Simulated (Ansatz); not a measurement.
The cluster Sn₄Te₃. The state is a singlet with charge 0. Geometry r2SCAN-D4/def2-SVP; atoms count from 1.

| atom | x (Å) | y (Å) | z (Å) |
| --- | --- | --- | --- |
| Sn1 | 0.962 | -1.358 | 1.580 |
| Sn2 | 0.014 | 2.219 | 0.055 |
| Sn3 | -1.891 | -1.300 | 0.002 |
| Sn4 | 0.903 | -1.276 | -1.680 |
| Te5 | -1.271 | 0.633 | -2.103 |
| Te6 | -1.193 | 0.526 | 2.176 |
| Te7 | 2.475 | 0.557 | -0.031 |

In the def2 sets Sn, Te take a core potential; there is no spin–orbit coupling. The structure comes from a short search, and lower isomers may exist.

(1) Estimate the Mulliken populations from the PBE0/def2-TZVP orbitals of Ansatz.

(2) And the Mayer bond orders between heavy atoms (over 0.3)?

## Answers

(1) 
```tsv
atom	charge (e)
Sn1	0.19
Sn2	0.38
Sn3	0.19
Sn4	0.19
Te5	-0.32
Te6	-0.32
Te7	-0.32
```
Mulliken values depend strongly on the basis.

(2) Sn1–Sn3 0.45 (3.26 Å); Sn1–Sn4 0.45 (3.26 Å); Sn1–Te6 0.79 (2.92 Å); Sn1–Te7 0.79 (2.92 Å); Sn2–Te5 0.77 (2.97 Å); Sn2–Te6 0.77 (2.97 Å); Sn2–Te7 0.77 (2.97 Å); Sn3–Sn4 0.45 (3.26 Å); Sn3–Te5 0.79 (2.92 Å); Sn3–Te6 0.79 (2.92 Å); Sn4–Te5 0.79 (2.92 Å); Sn4–Te7 0.79 (2.92 Å).
